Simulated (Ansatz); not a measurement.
Nudged elastic band run: C$_{3}$H$_{10}$AlN

The input (input.yaml):

```yaml
crystal:
  periodic: [false, false, false]
  atoms:
    - { symbol: C, position_ang: [-1.930219, -1.123594, 0.70476] }
    - { symbol: C, position_ang: [-0.826985, -0.991886, -0.343033] }
    - { symbol: "N", position_ang: [0.500601, -0.898928, 0.23463] }
    - { symbol: Al, position_ang: [1.696012, 0.417093, 0.206285] }
    - { symbol: C, position_ang: [1.356325, 2.123988, -0.72014] }
    - { symbol: H, position_ang: [-1.935181, -0.263308, 1.366672] }
    - { symbol: H, position_ang: [-2.907529, -1.202501, 0.235957] }
    - { symbol: H, position_ang: [-1.780839, -2.011027, 1.314043] }
    - { symbol: H, position_ang: [-1.006739, -0.103158, -0.939135] }
    - { symbol: H, position_ang: [-0.886139, -1.834935, -1.030251] }
    - { symbol: H, position_ang: [0.741014, -1.73483, 0.730601] }
    - { symbol: H, position_ang: [3.052312, 0.127476, 0.979764] }
    - { symbol: H, position_ang: [0.414717, 2.14674, -1.262632] }
    - { symbol: H, position_ang: [1.342298, 2.953445, -0.013604] }
    - { symbol: H, position_ang: [2.148551, 2.344525, -1.434518] }
basis:
  gaussian: { orbitals: "6-31G*" }
hamiltonian:
  xc: hf
neb:
  order_check: false
  images: 5
  f_tol: 0.05
  max_iterations: 59
  final_atoms:
    - { symbol: C, position_ang: [-2.09847041, -1.33147016, 0.53487737] }
    - { symbol: C, position_ang: [-0.70598531, -1.47936971, -0.0741161] }
    - { symbol: "N", position_ang: [0.17794736, -0.37414055, 0.24816244] }
    - { symbol: Al, position_ang: [0.93317025, 0.82224836, -0.8280452] }
    - { symbol: C, position_ang: [2.09653057, 2.2256021, -0.07638819] }
    - { symbol: H, position_ang: [-2.58027285, -0.42804632, 0.17448916] }
    - { symbol: H, position_ang: [-2.7278143, -2.18079978, 0.28254856] }
    - { symbol: H, position_ang: [-2.04271636, -1.26937414, 1.61859247] }
    - { symbol: H, position_ang: [-0.79376116, -1.54412414, -1.15389757] }
    - { symbol: H, position_ang: [-0.27215344, -2.42332249, 0.25336068] }
    - { symbol: H, position_ang: [0.35119167, -0.32041442, 1.23267091] }
    - { symbol: H, position_ang: [0.62700421, 0.69762433, -2.3805297] }
    - { symbol: H, position_ang: [2.17997944, 2.17387062, 1.00668872] }
    - { symbol: H, position_ang: [3.10530609, 2.16108004, -0.48250471] }
    - { symbol: H, position_ang: [1.72824324, 3.21973626, -0.32650986] }
  initial_path:
    images:
      - { positions_ang: [[-1.930219, -1.123594, 0.70476], [-0.826985, -0.991886, -0.343033], [0.500601, -0.898928, 0.23463], [1.696012, 0.417093, 0.206285], [1.356325, 2.123988, -0.72014], [-1.935181, -0.263308, 1.366672], [-2.907529, -1.202501, 0.235957], [-1.780839, -2.011027, 1.314043], [-1.006739, -0.103158, -0.939135], [-0.886139, -1.834935, -1.030251], [0.741014, -1.73483, 0.730601], [3.052312, 0.127476, 0.979764], [0.414717, 2.14674, -1.262632], [1.342298, 2.953445, -0.013604], [2.148551, 2.344525, -1.434518]] }
      - { positions_ang: [[-1.91515779, -1.11908542, 0.58755246], [-0.73998941, -1.22322657, -0.21872949], [0.4983619, -0.86960601, 0.30601821], [1.47094385, 0.48450137, -0.14011956], [1.49695726, 2.18349201, -0.50178999], [-1.9899621, -0.21816214, 0.83724355], [-2.84039448, -1.40069066, 0.15815649], [-1.86468426, -1.63782009, 1.34362368], [-0.83278016, -0.69726959, -0.96701104], [-0.74676195, -2.1005332, -0.48729046], [0.58511195, -1.27180042, 0.95235358], [2.31156749, 0.23134194, -0.13004957], [0.62550299, 2.38383282, -0.6295027], [1.80137484, 2.65778351, 0.17600452], [2.1181089, 2.54634244, -1.25706068]] }
      - { positions_ang: [[-1.90009659, -1.11457684, 0.47034493], [-0.65299383, -1.45456713, -0.09442598], [0.49612279, -0.84028401, 0.37740642], [1.2458757, 0.55190974, -0.48652413], [1.63758951, 2.24299601, -0.28343999], [-2.04474321, -0.17301628, 0.30781511], [-2.77325997, -1.59888031, 0.08035597], [-1.94852953, -1.26461319, 1.37320436], [-0.65882133, -1.29138118, -0.99488707], [-0.6073849, -2.36613139, 0.05567007], [0.4292099, -0.80877083, 1.17410617], [1.57082298, 0.33520788, -1.23986314], [0.83628898, 2.62092565, 0.00362661], [2.26045168, 2.36212201, 0.36561304], [2.08766681, 2.74815989, -1.07960337]] }
      - { positions_ang: [[-1.88503538, -1.11006827, 0.35313739], [-0.56599824, -1.6859077, 0.02987753], [0.49388369, -0.81096202, 0.44879463], [1.02080755, 0.61931812, -0.83292869], [1.77822177, 2.30250002, -0.06508998], [-2.09952431, -0.12787042, -0.22161334], [-2.70612545, -1.79706997, 0.00255546], [-2.03237479, -0.89140628, 1.40278505], [-0.48486249, -1.88549278, -1.02276311], [-0.46800785, -2.63172959, 0.59863061], [0.27330785, -0.34574125, 1.39585875], [0.83007847, 0.43907382, -2.34967671], [1.04707496, 2.85801847, 0.63675591], [2.71952852, 2.06646052, 0.55522156], [2.05722471, 2.94997733, -0.90214605]] }
      - { positions_ang: [[-1.95618039, -1.1838689, 0.41371739], [-0.6126606, -1.6170617, -0.00478701], [0.38857158, -0.66535486, 0.38191724], [0.99159511, 0.68696153, -0.83130086], [1.8843247, 2.27686738, -0.06885605], [-2.25977382, -0.22792906, -0.08957917], [-2.71335507, -1.92497991, 0.09588649], [-2.03582198, -1.01739557, 1.47472085], [-0.58782871, -1.77170323, -1.0664746], [-0.40272305, -2.56226055, 0.48354063], [0.29926912, -0.33729897, 1.34146281], [0.76238705, 0.52525732, -2.35996104], [1.42470979, 2.62996919, 0.76006685], [2.84812104, 2.09800036, 0.2093128], [1.94756422, 3.03989698, -0.71026732]] }
      - { positions_ang: [[-2.0273254, -1.25766953, 0.47429738], [-0.65932296, -1.54821571, -0.03945156], [0.28325947, -0.5197477, 0.31503984], [0.96238268, 0.75460495, -0.82967303], [1.99042763, 2.25123474, -0.07262212], [-2.42002333, -0.32798769, 0.042455], [-2.72058468, -2.05288984, 0.18921753], [-2.03926917, -1.14338486, 1.54665666], [-0.69079494, -1.65791368, -1.11018608], [-0.33743824, -2.49279152, 0.36845066], [0.3252304, -0.3288567, 1.28706686], [0.69469563, 0.61144083, -2.37024537], [1.80234462, 2.4019199, 0.88337778], [2.97671357, 2.1295402, -0.13659595], [1.83790373, 3.12981662, -0.51838859]] }
      - { positions_ang: [[-2.09847041, -1.33147016, 0.53487737], [-0.70598531, -1.47936971, -0.0741161], [0.17794736, -0.37414055, 0.24816244], [0.93317025, 0.82224836, -0.8280452], [2.09653057, 2.2256021, -0.07638819], [-2.58027285, -0.42804632, 0.17448916], [-2.7278143, -2.18079978, 0.28254856], [-2.04271636, -1.26937414, 1.61859247], [-0.79376116, -1.54412414, -1.15389757], [-0.27215344, -2.42332249, 0.25336068], [0.35119167, -0.32041442, 1.23267091], [0.62700421, 0.69762433, -2.3805297], [2.17997944, 2.17387062, 1.00668872], [3.10530609, 2.16108004, -0.48250471], [1.72824324, 3.21973626, -0.32650986]] }
```

Launched with:

```bash
$ ansatz run input.yaml --threads 1 --pin off --max-ram 2048MiB --backend cpu --events-out ev --progress --plain --runs-dir out
```

Output, in part (warnings, iteration lines, the closing report on the highest movable image, with atoms numbered from 0):

```
NEB end point (image 0): max|allowed force component| = 1.336e-2 eV/Å (the criterion of neb.relax_end_points is 1.000e-2)
NEB end point (image 6): max|allowed force component| = 8.586e-3 eV/Å (the criterion of neb.relax_end_points is 1.000e-2)
NEB iter   1: max|band force component| = 5.045e1 eV/Å  barrier→ = 20.5086 eV  barrier← = 20.5132 eV  Δτ_max = 0.2000 Å  (227 SCF iters)
NEB iter   2: max|band force component| = 1.564e1 eV/Å  barrier→ = 6.9400 eV  barrier← = 6.9445 eV  Δτ_max = 0.1986 Å  (158 SCF iters)
NEB iter   3: max|band force component| = 8.714e0 eV/Å  barrier→ = 2.7169 eV  barrier← = 2.7215 eV  Δτ_max = 0.1987 Å  (153 SCF iters)
NEB iter   4: max|band force component| = 4.303e0 eV/Å  barrier→ = 1.2957 eV  barrier← = 1.3003 eV  Δτ_max = 0.1987 Å  (150 SCF iters)
NEB iter   5: max|band force component| = 1.888e0 eV/Å  barrier→ = 0.8620 eV  barrier← = 0.8666 eV  Δτ_max = 0.1965 Å  (149 SCF iters)
NEB iter   6: max|band force component| = 1.227e0 eV/Å  barrier→ = 0.6991 eV  barrier← = 0.7036 eV  Δτ_max = 0.1931 Å  (152 SCF iters)
NEB iter   7: max|band force component| = 9.661e-1 eV/Å  barrier→ = 0.5598 eV  barrier← = 0.5643 eV  Δτ_max = 0.2000 Å  (151 SCF iters)
NEB iter   8: max|band force component| = 6.031e-1 eV/Å  barrier→ = 0.5374 eV  barrier← = 0.5419 eV  Δτ_max = 0.1991 Å  (153 SCF iters)
NEB iter   9: max|band force component| = 3.889e-1 eV/Å  barrier→ = 0.4901 eV  barrier← = 0.4946 eV  CI = image 2  Δτ_max = 0.2000 Å  (146 SCF iters)
NEB iter  10: max|band force component| = 2.279e-1 eV/Å  barrier→ = 0.4999 eV  barrier← = 0.5045 eV  CI = image 2  Δτ_max = 0.2000 Å  (151 SCF iters)
NEB iter  11: max|band force component| = 2.354e-1 eV/Å  barrier→ = 0.4920 eV  barrier← = 0.4965 eV  CI = image 2  Δτ_max = 0.1005 Å  (147 SCF iters)
NEB iter  12: max|band force component| = 1.714e-1 eV/Å  barrier→ = 0.4861 eV  barrier← = 0.4906 eV  CI = image 2  Δτ_max = 0.1007 Å  (157 SCF iters)
NEB iter  13: max|band force component| = 1.491e-1 eV/Å  barrier→ = 0.4846 eV  barrier← = 0.4891 eV  CI = image 2  Δτ_max = 0.0640 Å  (159 SCF iters)
NEB iter  14: max|band force component| = 1.426e-1 eV/Å  barrier→ = 0.4842 eV  barrier← = 0.4887 eV  CI = image 2  Δτ_max = 0.0435 Å  (151 SCF iters)
NEB iter  15: max|band force component| = 3.782e-2 eV/Å  barrier→ = 0.4841 eV  barrier← = 0.4886 eV  CI = image 2  Δτ_max = 0.0000 Å  (304 SCF iters)
Total energy: -11314.10385427 eV, -415.7856476693 hartree
Atom 0 at    -2.020602    -1.072395     0.680868 Å, force    -0.002966    -0.001536    -0.004064 eV/Å
Atom 1 at    -0.806706    -1.299370    -0.216008 Å, force    -0.008277     0.004407     0.003276 eV/Å
Atom 2 at     0.412198    -0.724021     0.325247 Å, force    -0.004738     0.005698    -0.006802 eV/Å
Atom 3 at     1.610528     0.336863    -0.505391 Å, force     0.032608    -0.003221     0.038601 eV/Å
Atom 4 at     1.535105     2.299024    -0.338054 Å, force    -0.010433    -0.002609    -0.015790 eV/Å
Atom 5 at    -2.195049    -0.011876     0.828051 Å, force    -0.000420     0.004240     0.001189 eV/Å
Atom 6 at    -2.914754    -1.515704     0.250360 Å, force    -0.002821     0.000261     0.000684 eV/Å
Atom 7 at    -1.864688    -1.523198     1.657605 Å, force    -0.000276     0.001612     0.001871 eV/Å
Atom 8 at    -1.004425    -0.850555    -1.187603 Å, force     0.002145    -0.004159    -0.005813 eV/Å
Atom 9 at    -0.694652    -2.367680    -0.400464 Å, force     0.003015    -0.000442    -0.000220 eV/Å
Atom 10 at     0.628684    -1.119404     1.219179 Å, force     0.006474    -0.007868    -0.000317 eV/Å
Atom 11 at     2.772129    -0.304548    -1.385571 Å, force    -0.005562    -0.000097    -0.014361 eV/Å
Atom 12 at     0.606511     2.692214    -0.751491 Å, force    -0.004742     0.012449     0.000992 eV/Å
Atom 13 at     1.558305     2.615242     0.704167 Å, force    -0.001185    -0.006177     0.000278 eV/Å
Atom 14 at     2.355616     2.794509    -0.851497 Å, force    -0.002822    -0.002558     0.000475 eV/Å
Dipole moment:    -0.102734    -0.052562     0.127785 e Å
```

It converged. A vibrational analysis at the climbing image gives one clearly imaginary mode, 232i cm⁻¹: a first-order saddle point.

Final band (atoms are numbered from 1 in the order of the input):

| image | path coordinate (Å) | energy (kcal/mol) | dihedral C2–N3–Al4–C5 (°) |
| --- | --- | --- | --- |
| 0 | 0.00 | 0.0 | 0 |
| 1 | 1.79 | 3.8 | 41 |
| 2 | 3.57 | 11.2 | 96 |
| 3 | 5.17 | 5.5 | 133 |
| 4 | 6.77 | 0.5 | 167 |
| 5 | 8.37 | 0.1 | 180 |
| 6 | 9.97 | -0.1 | 180 |

The run took 9.3 min on 1 thread of Intel(R) Xeon(R) Processor @ 2.50GHz (Skylake/Cascade Lake), on a shared host, peak memory 0.21 GiB.
